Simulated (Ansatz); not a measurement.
A short molecular-dynamics run on BH5SiZn.

```yaml
crystal:
  periodic: [false, false, false]
  atoms:
    - {symbol: B, position_ang: [-0.792316, -0.230375, -0.615580]}
    - {symbol: Si, position_ang: [0.607512, 0.579234, 0.579949]}
    - {symbol: Zn, position_ang: [-0.052370, -2.325942, -0.797288]}
    - {symbol: H, position_ang: [-1.851709, -0.567097, -0.153512]}
    - {symbol: H, position_ang: [-0.750603, -0.035162, -1.802744]}
    - {symbol: H, position_ang: [0.249990, 2.014149, 0.808146]}
    - {symbol: H, position_ang: [1.981808, 0.566800, -0.000052]}
    - {symbol: H, position_ang: [0.699788, -0.058605, 1.925281]}
basis:
  gaussian: {orbitals: "6-31G*"}
hamiltonian: {xc: {name: r2SCAN}, dispersion: rvv10}
md: {timestep: 0.5 fs, n_steps: 50, ensemble: nvt_nose_hoover, temperature: 300, initial_velocities: maxwell_boltzmann, seed: 955}
```

```sh
$ ansatz run in.yaml --threads 2 --pin off --events-out ev --progress --plain --max-ram 4352MiB
```

```csv
step,time (fs),potential energy (eV),kinetic (eV),T (K),conserved (eV)
0,0.0,-57040.1357,0.2327,300,-57039.9030
1,0.5,-57040.1288,0.2258,291,-57039.9030
2,1.0,-57040.1119,0.2090,270,-57039.9028
3,1.5,-57040.0874,0.1849,238,-57039.9026
4,2.0,-57040.0595,0.1572,203,-57039.9023
5,2.5,-57040.0325,0.1305,168,-57039.9020
6,3.0,-57040.0107,0.1089,140,-57039.9018
7,3.5,-57039.9973,0.0955,123,-57039.9017
8,4.0,-57039.9935,0.0918,118,-57039.9018
9,4.5,-57039.9992,0.0973,126,-57039.9019
10,5.0,-57040.0121,0.1101,142,-57039.9021
11,5.5,-57040.0291,0.1268,164,-57039.9024
12,6.0,-57040.0461,0.1436,185,-57039.9026
13,6.5,-57040.0593,0.1566,202,-57039.9028
14,7.0,-57040.0656,0.1628,210,-57039.9029
15,7.5,-57040.0631,0.1605,207,-57039.9029
16,8.0,-57040.0519,0.1494,193,-57039.9028
17,8.5,-57040.0337,0.1315,170,-57039.9026
18,9.0,-57040.0121,0.1102,142,-57039.9023
19,9.5,-57039.9916,0.0900,116,-57039.9020
20,10.0,-57039.9767,0.0754,97,-57039.9018
21,10.5,-57039.9710,0.0697,90,-57039.9017
22,11.0,-57039.9756,0.0744,96,-57039.9018
23,11.5,-57039.9897,0.0883,114,-57039.9020
24,12.0,-57040.0102,0.1086,140,-57039.9022
25,12.5,-57040.0331,0.1313,169,-57039.9025
26,13.0,-57040.0546,0.1526,197,-57039.9027
27,13.5,-57040.0713,0.1693,218,-57039.9028
28,14.0,-57040.0813,0.1795,231,-57039.9028
29,14.5,-57040.0841,0.1824,235,-57039.9028
30,15.0,-57040.0801,0.1786,230,-57039.9027
31,15.5,-57040.0709,0.1696,219,-57039.9025
32,16.0,-57040.0587,0.1577,203,-57039.9024
33,16.5,-57040.0462,0.1455,188,-57039.9022
34,17.0,-57040.0362,0.1357,175,-57039.9020
35,17.5,-57040.0310,0.1308,169,-57039.9019
36,18.0,-57040.0323,0.1322,170,-57039.9019
37,18.5,-57040.0404,0.1403,181,-57039.9020
38,19.0,-57040.0541,0.1539,198,-57039.9021
39,19.5,-57040.0711,0.1708,220,-57039.9024
40,20.0,-57040.0879,0.1876,242,-57039.9026
41,20.5,-57040.1012,0.2008,259,-57039.9028
42,21.0,-57040.1083,0.2081,268,-57039.9028
43,21.5,-57040.1082,0.2082,268,-57039.9028
44,22.0,-57040.1016,0.2019,260,-57039.9026
45,22.5,-57040.0910,0.1917,247,-57039.9024
46,23.0,-57040.0798,0.1808,233,-57039.9022
47,23.5,-57040.0710,0.1723,222,-57039.9021
48,24.0,-57040.0668,0.1683,217,-57039.9020
49,24.5,-57040.0677,0.1693,218,-57039.9021
50,25.0,-57040.0728,0.1745,225,-57039.9022
```

Velocities are drawn at the set temperature; a run this short doesn't reach equilibrium.

Frames (Å, forces in eV/Å):

```xyz
8
time=0.0 fs
B    -0.792   -0.230   -0.616    0.372   -1.050   -0.091
Si    0.608    0.579    0.580   -0.124   -0.148   -0.130
Zn   -0.052   -2.326   -0.797   -0.222    0.980    0.168
H    -1.852   -0.567   -0.154   -0.106    0.070    0.030
H    -0.751   -0.035   -1.803   -0.039    0.102   -0.070
H     0.250    2.014    0.808    0.012    0.070    0.030
H     1.982    0.567    0.000    0.069   -0.005    0.009
H     0.700   -0.059    1.925    0.038   -0.019    0.055
8
time=1.0 fs
B    -0.792   -0.228   -0.610   -0.116   -1.174   -0.343
Si    0.608    0.581    0.581   -0.316    0.280   -0.394
Zn   -0.052   -2.327   -0.798   -0.229    0.989    0.178
H    -1.888   -0.572   -0.170    0.423    0.232   -0.123
H    -0.737   -0.047   -1.815   -0.053    0.064    0.267
H     0.254    2.033    0.812    0.067   -0.191   -0.003
H     1.979    0.563    0.013    0.185    0.001   -0.103
H     0.709   -0.058    1.895    0.038   -0.201    0.521
8
time=2.0 fs
B    -0.792   -0.227   -0.604   -0.485   -1.266   -0.588
Si    0.608    0.583    0.581   -0.465    0.640   -0.626
Zn   -0.052   -2.328   -0.798   -0.236    0.998    0.188
H    -1.921   -0.575   -0.187    0.834    0.351   -0.205
H    -0.723   -0.059   -1.825   -0.067    0.041    0.533
H     0.258    2.050    0.816    0.110   -0.408   -0.029
H     1.977    0.558    0.026    0.272    0.008   -0.200
H     0.719   -0.060    1.871    0.038   -0.363    0.927
8
time=3.0 fs
B    -0.793   -0.227   -0.599   -0.697   -1.316   -0.783
Si    0.609    0.585    0.581   -0.539    0.850   -0.734
Zn   -0.053   -2.329   -0.799   -0.241    1.005    0.198
H    -1.945   -0.575   -0.206    1.082    0.415   -0.214
H    -0.711   -0.070   -1.830   -0.077    0.035    0.687
H     0.263    2.063    0.819    0.134   -0.557   -0.044
H     1.979    0.554    0.037    0.306    0.014   -0.270
H     0.729   -0.065    1.854    0.031   -0.447    1.160
8
time=4.0 fs
B    -0.794   -0.229   -0.595   -0.741   -1.317   -0.899
Si    0.609    0.588    0.582   -0.516    0.854   -0.655
Zn   -0.053   -2.330   -0.800   -0.244    1.008    0.207
H    -1.959   -0.571   -0.227    1.155    0.423   -0.161
H    -0.699   -0.081   -1.829   -0.077    0.046    0.712
H     0.270    2.071    0.822    0.139   -0.624   -0.047
H     1.983    0.550    0.045    0.276    0.021   -0.304
H     0.739   -0.074    1.849    0.008   -0.411    1.148
8
time=5.0 fs
B    -0.796   -0.231   -0.591   -0.614   -1.267   -0.925
Si    0.608    0.591    0.581   -0.401    0.649   -0.405
Zn   -0.053   -2.330   -0.800   -0.244    1.006    0.216
H    -1.963   -0.562   -0.250    1.045    0.378   -0.054
H    -0.687   -0.092   -1.821   -0.064    0.069    0.607
H     0.278    2.073    0.825    0.125   -0.604   -0.037
H     1.989    0.547    0.050    0.185    0.028   -0.304
H     0.750   -0.087    1.855   -0.033   -0.259    0.903
8
time=6.0 fs
B    -0.798   -0.235   -0.589   -0.311   -1.166   -0.862
Si    0.608    0.594    0.581   -0.216    0.279   -0.064
Zn   -0.053   -2.331   -0.801   -0.242    0.999    0.225
H    -1.956   -0.550   -0.273    0.747    0.281    0.096
H    -0.677   -0.102   -1.807   -0.035    0.103    0.382
H     0.287    2.069    0.827    0.092   -0.499   -0.015
H     1.998    0.543    0.052    0.051    0.034   -0.276
H     0.760   -0.102    1.869   -0.086   -0.032    0.516
8
time=7.0 fs
B    -0.801   -0.239   -0.587    0.157   -1.019   -0.727
Si    0.608    0.597    0.581   -0.002   -0.189    0.272
Zn   -0.053   -2.331   -0.801   -0.239    0.990    0.233
H    -1.942   -0.536   -0.296    0.271    0.143    0.276
H    -0.666   -0.111   -1.789    0.010    0.141    0.065
H     0.297    2.060    0.829    0.043   -0.315    0.018
H     2.007    0.540    0.052   -0.101    0.039   -0.232
H     0.769   -0.118    1.888   -0.139    0.209    0.096
8
time=8.0 fs
B    -0.803   -0.245   -0.585    0.733   -0.846   -0.552
Si    0.607    0.600    0.581    0.206   -0.688    0.535
Zn   -0.053   -2.331   -0.801   -0.238    0.981    0.241
H    -1.926   -0.520   -0.315   -0.321   -0.016    0.461
H    -0.656   -0.118   -1.771    0.062    0.177   -0.291
H     0.307    2.049    0.831   -0.017   -0.071    0.058
H     2.015    0.537    0.049   -0.243    0.044   -0.183
H     0.777   -0.131    1.908   -0.183    0.419   -0.271
8
time=9.0 fs
B    -0.805   -0.251   -0.585    1.279   -0.681   -0.381
Si    0.607    0.603    0.581    0.376   -1.156    0.705
Zn   -0.054   -2.331   -0.802   -0.238    0.972    0.249
H    -1.913   -0.504   -0.331   -0.881   -0.155    0.612
H    -0.645   -0.124   -1.756    0.110    0.202   -0.604
H     0.317    2.036    0.834   -0.081    0.198    0.100
H     2.020    0.535    0.045   -0.354    0.047   -0.138
H     0.783   -0.141    1.926   -0.212    0.572   -0.544
8
time=10.0 fs
B    -0.805   -0.258   -0.584    1.601   -0.563   -0.257
Si    0.607    0.605    0.581    0.488   -1.531    0.785
Zn   -0.054   -2.331   -0.802   -0.242    0.966    0.257
H    -1.908   -0.490   -0.340   -1.199   -0.229    0.680
H    -0.633   -0.128   -1.746    0.134    0.207   -0.787
H     0.327    2.026    0.838   -0.140    0.442    0.134
H     2.023    0.533    0.039   -0.417    0.049   -0.104
H     0.788   -0.146    1.939   -0.225    0.659   -0.708
8
time=11.0 fs
B    -0.805   -0.266   -0.584    1.561   -0.505   -0.213
Si    0.607    0.607    0.581    0.526   -1.754    0.793
Zn   -0.054   -2.330   -0.802   -0.248    0.962    0.264
H    -1.915   -0.477   -0.343   -1.126   -0.223    0.640
H    -0.619   -0.130   -1.744    0.119    0.187   -0.784
H     0.335    2.020    0.843   -0.183    0.603    0.149
H     2.021    0.532    0.032   -0.427    0.050   -0.085
H     0.790   -0.144    1.944   -0.221    0.679   -0.764
8
time=12.0 fs
B    -0.802   -0.273   -0.584    1.191   -0.480   -0.256
Si    0.607    0.609    0.582    0.481   -1.782    0.737
Zn   -0.055   -2.330   -0.803   -0.257    0.960    0.271
H    -1.932   -0.467   -0.340   -0.690   -0.161    0.504
H    -0.605   -0.130   -1.749    0.061    0.142   -0.599
H     0.341    2.019    0.849   -0.203    0.639    0.135
H     2.015    0.531    0.025   -0.383    0.049   -0.082
H     0.790   -0.135    1.943   -0.201    0.634   -0.711
8
time=13.0 fs
B    -0.799   -0.282   -0.584    0.667   -0.449   -0.365
Si    0.608    0.609    0.583    0.355   -1.607    0.617
Zn   -0.055   -2.329   -0.803   -0.267    0.957    0.276
H    -1.955   -0.459   -0.332   -0.077   -0.090    0.319
H    -0.590   -0.129   -1.759   -0.027    0.078   -0.294
H     0.345    2.025    0.857   -0.199    0.539    0.090
H     2.006    0.530    0.017   -0.289    0.047   -0.094
H     0.788   -0.121    1.935   -0.164    0.525   -0.548
8
time=14.0 fs
B    -0.795   -0.290   -0.585    0.172   -0.386   -0.497
Si    0.608    0.610    0.584    0.160   -1.264    0.422
Zn   -0.056   -2.329   -0.803   -0.276    0.953    0.279
H    -1.980   -0.451   -0.321    0.514   -0.042    0.130
H    -0.575   -0.127   -1.773   -0.127    0.008    0.042
H     0.348    2.035    0.866   -0.175    0.333    0.019
H     1.994    0.530    0.007   -0.157    0.044   -0.117
H     0.784   -0.101    1.921   -0.111    0.354   -0.278
8
time=15.0 fs
B    -0.792   -0.299   -0.585   -0.191   -0.290   -0.605
Si    0.609    0.609    0.585   -0.076   -0.817    0.145
Zn   -0.056   -2.328   -0.803   -0.282    0.943    0.282
H    -1.999   -0.444   -0.309    0.957   -0.028   -0.031
H    -0.561   -0.125   -1.786   -0.218   -0.059    0.335
H     0.349    2.049    0.874   -0.141    0.074   -0.065
H     1.980    0.531   -0.003   -0.007    0.042   -0.145
H     0.780   -0.079    1.905   -0.043    0.135    0.086
8
time=16.0 fs
B    -0.788   -0.309   -0.587   -0.388   -0.171   -0.656
Si    0.609    0.609    0.587   -0.316   -0.351   -0.194
Zn   -0.057   -2.327   -0.803   -0.283    0.928    0.283
H    -2.010   -0.437   -0.297    1.209   -0.043   -0.150
H    -0.550   -0.123   -1.796   -0.288   -0.113    0.537
H     0.348    2.064    0.882   -0.105   -0.183   -0.150
H     1.966    0.531   -0.015    0.139    0.040   -0.167
H     0.775   -0.054    1.890    0.032   -0.107    0.498
8
time=17.0 fs
B    -0.784   -0.318   -0.589   -0.421   -0.043   -0.636
Si    0.609    0.608    0.588   -0.517    0.047   -0.531
Zn   -0.057   -2.325   -0.803   -0.280    0.904    0.283
H    -2.009   -0.430   -0.287    1.261   -0.081   -0.219
H    -0.541   -0.123   -1.801   -0.327   -0.147    0.628
H     0.347    2.077    0.889   -0.076   -0.395   -0.225
H     1.954    0.532   -0.028    0.254    0.039   -0.172
H     0.770   -0.031    1.879    0.105   -0.324    0.873
8
time=18.0 fs
B    -0.781   -0.328   -0.592   -0.294    0.082   -0.544
Si    0.610    0.607    0.589   -0.641    0.297   -0.772
Zn   -0.058   -2.324   -0.803   -0.270    0.873    0.282
H    -1.996   -0.424   -0.279    1.115   -0.132   -0.234
H    -0.535   -0.124   -1.800   -0.334   -0.159    0.599
H     0.345    2.086    0.894   -0.056   -0.539   -0.283
H     1.944    0.534   -0.043    0.320    0.041   -0.149
H     0.767   -0.011    1.877    0.161   -0.463    1.101
8
time=19.0 fs
B    -0.778   -0.337   -0.595   -0.009    0.193   -0.391
Si    0.610    0.607    0.590   -0.665    0.355   -0.839
Zn   -0.059   -2.323   -0.803   -0.255    0.834    0.282
H    -1.972   -0.420   -0.272    0.772   -0.191   -0.188
H    -0.533   -0.127   -1.794   -0.308   -0.146    0.453
H     0.342    2.090    0.896   -0.049   -0.603   -0.320
H     1.937    0.536   -0.059    0.325    0.046   -0.094
H     0.764    0.005    1.885    0.189   -0.488    1.096
8
time=20.0 fs
B    -0.775   -0.347   -0.598    0.417    0.281   -0.194
Si    0.609    0.606    0.591   -0.590    0.225   -0.721
Zn   -0.060   -2.321   -0.803   -0.236    0.788    0.281
H    -1.941   -0.417   -0.268    0.253   -0.252   -0.080
H    -0.533   -0.131   -1.783   -0.253   -0.107    0.205
H     0.339    2.088    0.895   -0.054   -0.583   -0.334
H     1.933    0.538   -0.077    0.275    0.052   -0.009
H     0.764    0.016    1.904    0.187   -0.404    0.852
8
time=21.0 fs
B    -0.772   -0.356   -0.602    0.927    0.341    0.026
Si    0.609    0.606    0.591   -0.438   -0.046   -0.482
Zn   -0.060   -2.319   -0.803   -0.214    0.736    0.280
H    -1.908   -0.417   -0.264   -0.375   -0.307    0.077
H    -0.536   -0.135   -1.770   -0.177   -0.047   -0.116
H     0.335    2.081    0.890   -0.073   -0.483   -0.325
H     1.932    0.541   -0.094    0.187    0.058    0.096
H     0.765    0.023    1.931    0.163   -0.252    0.444
8
time=22.0 fs
B    -0.768   -0.364   -0.606    1.384    0.373    0.254
Si    0.608    0.606    0.591   -0.242   -0.397   -0.215
Zn   -0.061   -2.318   -0.803   -0.189    0.680    0.278
H    -1.878   -0.419   -0.260   -0.959   -0.350    0.241
H    -0.540   -0.141   -1.758   -0.096    0.023   -0.451
H     0.330    2.069    0.883   -0.106   -0.309   -0.295
H     1.932    0.545   -0.111    0.081    0.065    0.206
H     0.768    0.028    1.962    0.127   -0.085   -0.016
8
time=23.0 fs
B    -0.763   -0.373   -0.609    1.605    0.387    0.472
Si    0.608    0.605    0.592   -0.035   -0.768    0.008
Zn   -0.062   -2.316   -0.803   -0.164    0.620    0.274
H    -1.858   -0.425   -0.253   -1.293   -0.373    0.340
H    -0.546   -0.146   -1.751   -0.032    0.086   -0.717
H     0.325    2.054    0.872   -0.150   -0.080   -0.250
H     1.933    0.549   -0.125   -0.020    0.069    0.307
H     0.773    0.032    1.992    0.088    0.059   -0.435
8
time=24.0 fs
B    -0.756   -0.381   -0.612    1.470    0.398    0.654
Si    0.607    0.604    0.592    0.156   -1.111    0.154
Zn   -0.063   -2.314   -0.802   -0.139    0.557    0.268
H    -1.849   -0.435   -0.243   -1.238   -0.373    0.317
H    -0.552   -0.150   -1.750   -0.001    0.122   -0.828
H     0.318    2.039    0.860   -0.201    0.173   -0.196
H     1.935    0.553   -0.137   -0.098    0.071    0.389
H     0.778    0.037    2.019    0.052    0.163   -0.760
8
time=25.0 fs
B    -0.748   -0.389   -0.614    1.022    0.418    0.753
Si    0.606    0.603    0.592    0.306   -1.373    0.223
Zn   -0.064   -2.312   -0.802   -0.114    0.490    0.260
H    -1.852   -0.448   -0.230   -0.832   -0.349    0.172
H    -0.557   -0.154   -1.757   -0.009    0.118   -0.737
H     0.309    2.025    0.845   -0.250    0.405   -0.145
H     1.935    0.559   -0.145   -0.143    0.071    0.443
H     0.783    0.043    2.038    0.020    0.220   -0.968
```

Run time 2 min (2 threads of an Intel Xeon 6975P-C on a shared host); peak host memory 0.19 GiB.
